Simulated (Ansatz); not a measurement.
A nudged elastic band was laid between two geometries of AlB2H5O (9 atoms, charge 0, multiplicity 1).

Level of theory: RKS PBE-D4/def2-SVP in Ansatz 0.2.0.

| Item | Value |
| --- | --- |
| movable images | 9 |
| climbing image | yes |
| spring | 5.0 eV/Å² |
| optimiser | quadratic models (default) |
| start path | IDPP |
| force threshold | 0.05 eV/Å |
| iteration limit | 40 |
| end points | relaxed |

Image 0:

```xyz
9
Properties=species:S:1:pos:R:3
B -0.507 1.759 -1.322
O 0.119 0.731 -0.727
Al 0.908 -0.597 0.056
B -0.192 -1.617 1.561
H -1.179 1.557 -2.327
H -0.399 2.886 -0.851
H 2.391 -0.893 -0.462
H -0.906 -2.575 1.318
H -0.147 -1.298 2.737
```

Image 10:

```xyz
9
Properties=species:S:1:pos:R:3
B -0.505 1.766 -1.321
O 0.113 0.734 -0.724
Al 0.902 -0.598 0.054
B -0.191 -1.623 1.562
H -1.177 1.568 -2.326
H -0.390 2.892 -0.850
H 2.384 -0.894 -0.472
H -0.134 -1.315 2.741
H -0.914 -2.575 1.318
```

Problem. What changes between the two ends?

Solution. No bond is made or broken. The dihedral O2–Al3–B4–H9 goes from -91 to 90°. The two ends are copies of one structure, up to a mirror image or an exchange of like atoms.

Problem. What energy profile does the band end with?

Solution. The run converged. The highest image is number 5 of 0 to 10, 1.6 kcal/mol above the ends, which have the same energy within 2 meV. A vibrational analysis at the climbing image gives one clearly imaginary mode, 137i cm⁻¹: a first-order saddle point.

```tsv
image	path coordinate (Å)	energy (kcal/mol)	dihedral O2–Al3–B4–H9 (°)
0	0.00	0.0	-91
1	0.43	0.1	-74
2	0.87	0.5	-56
3	1.30	1.1	-37
4	1.74	1.5	-19
5	2.17	1.6	0
6	2.60	1.5	18
7	3.03	1.1	37
8	3.46	0.6	55
9	3.89	0.2	73
10	4.33	0.0	90
```

Problem. What is the geometry of the highest image?

Solution. 
```xyz
9
Properties=species:S:1:pos:R:3:forces:R:3
B -0.269 1.984 -1.046 0.00 0.00 0.00
O 0.148 0.767 -0.671 0.01 -0.01 -0.01
Al 0.698 -0.809 -0.197 0.00 0.00 0.00
B -0.289 -1.717 1.475 0.00 0.00 0.00
H -1.166 2.087 -1.875 0.00 0.00 0.00
H 0.251 2.979 -0.555 0.00 0.00 0.00
H 1.891 -1.357 -1.106 0.00 0.00 0.00
H 0.018 -2.823 1.888 0.00 0.00 0.00
H -1.193 -1.157 2.070 0.00 0.00 0.00
```

Problem. What are the harmonic wavenumbers there?

Solution. 137i, 99, 141, 203, 203, 412, 501, 561, 632, 698, 799, 960, 1016, 1099, 1185, 1415, 1889, 2445, 2505, 2527, 2599 cm⁻¹.

Time of the run: 5.2 min on 1 thread of Intel(R) Xeon(R) Processor @ 2.50GHz (Skylake/Cascade Lake), with other jobs on the host, peak memory 0.13 GiB.
